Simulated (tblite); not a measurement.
C6H11F2NSi.
Geometry (GFN2-xTB, Å), atoms numbered from 1 in this order:
```
atom  x, y, z in Å
C1     3.9611    0.5721   -0.0866
N2     2.7850    0.2808   -0.3798
Si3    1.6844   -0.9645    0.0627
C4     0.2137   -0.0237    0.8085
C5    -0.4866    0.9312   -0.1764
C6    -1.6118   -0.0998   -0.3417
C7    -3.0264    0.4392   -0.2484
F8    -3.9390   -0.5651   -0.3231
F9    -3.2532    1.0588    0.9367
C10   -1.0732   -0.8637    0.8772
H11    4.4184    1.4548   -0.5282
H12    4.5944   -0.0016    0.5957
H13    2.1046   -2.0076    1.0093
H14    1.3404   -1.5492   -1.2335
H15    0.4816    0.4452    1.7559
H16   -0.8362    1.8476    0.2979
H17    0.0623    1.1857   -1.0801
H18   -1.5367   -0.6732   -1.2669
H19   -3.2638    1.1620   -1.0463
H20   -1.6611   -0.6733    1.7737
H21   -0.9667   -1.9387    0.7476
```

Calculated harmonic vibrations of the isolated species, GFN2-xTB (tblite), most abundant isotopes, no scaling. Errors from tens to a few hundred cm⁻¹ against measured bands are possible. Modes of hydrogen on silicon can be 10 to 20 % off. One conformer, not necessarily the lowest.

Harmonic wavenumbers (cm⁻¹): 30.7, 39.8, 62.5, 84.4, 121.1, 161.4, 182.5, 242.9, 294.7, 313.3, 398.1, 453.8, 487.3, 523.3, 585.4, 616.0, 668.0, 710.9, 721.6, 777.9, 800.9, 860.9, 900.7, 988.8, 999.3, 1004.3, 1010.6, 1037.7, 1058.7, 1080.5, 1102.5, 1141.1, 1143.3, 1164.0, 1214.0, 1223.8, 1247.6, 1251.1, 1261.5, 1273.4, 1290.5, 1317.2, 1451.5, 1475.5, 1487.3, 1768.7, 2195.7, 2266.4, 2874.8, 2878.0, 2964.3, 2968.9, 2978.4, 2998.6, 3006.5, 3013.8, 3015.4.

A = 3381, B = 451.5, C = 433.3 MHz; mass 163.063 u (most abundant isotopes); point group C1, symmetry number 1.

Problem. Zero-point energy?

Solution. ½Σν̃ = 34596 cm⁻¹ = 98.92 kcal/mol.

Problem. Entropy at 500 K, 1 bar (ideal gas, RRHO, classical rotation)?

Solution. Translation 43.77, rotation 32.11, vibration 62.44: S = 138.3 cal/(mol K).

Problem. And Cp and H(500 K) − H(0)?

Solution. Cp = 65.52 cal/(mol K), of which vibrations give 57.57 (their classical limit is 57 R = 113.3); H(500 K) − H(0) = 19.15 kcal/mol without the zero-point energy, 15.17 from vibrations.

Problem. Which modes carry the vibrational entropy at 500 K?

Solution. 30.7 cm⁻¹: 6.81; 39.8 cm⁻¹: 6.29; 62.5 cm⁻¹: 5.40; 84.4 cm⁻¹: 4.80; 121.1 cm⁻¹: 4.09; 161.4 cm⁻¹: 3.53 cal/(mol K); the other 51 give 31.51 together.

Problem. How do the functions run with temperature in this model?

Solution. 
| T (K) | S (cal/(mol K)) | Cp (cal/(mol K)) | H − H(0) (kcal/mol) | G − H(0) (kcal/mol) | ln q(vib) |
| --- | --- | --- | --- | --- | --- |
| 100 | 76.8 | 21.8 | 1.54 | -6.14 | 3.17 |
| 200 | 95.1 | 32.3 | 4.24 | -14.79 | 6.69 |
| 300 | 110.5 | 44.2 | 8.06 | -25.08 | 9.93 |
| 800 | 173.9 | 85.4 | 42.07 | -97.02 | 24.97 |
| 1000 | 193.9 | 93.7 | 60.03 | -133.84 | 30.40 |

q(vib) and H(0) count from the zero-point level.

Problem. What must be added to the electronic energy to get the Gibbs energy at 500 K and 1 bar?

Solution. ZPE + [H(500 K) − H(0)] − T·S = 98.92 + 19.15 − 69.16 = 48.91 kcal/mol.

Problem. Blend soft modes into free rotors: weight 1/[1 + (100 cm⁻¹/ν̃)⁴] for the oscillator and the rest for a rotor with moment μB/(μ + B), μ = h/(8π²ν), B = 10⁻⁴⁴ kg m². What vibrational entropy results?

Solution. 55.61 cal/(mol K) in place of 62.44, which changes −T·S at 500 K by +3.41 kcal/mol.

Hindered rotation and anharmonicity are outside this model. Other conformers, if any are populated, would add a mixing term that is left out. The structure is chiral; the term R ln 2 for an equal mix with its mirror image is left out.
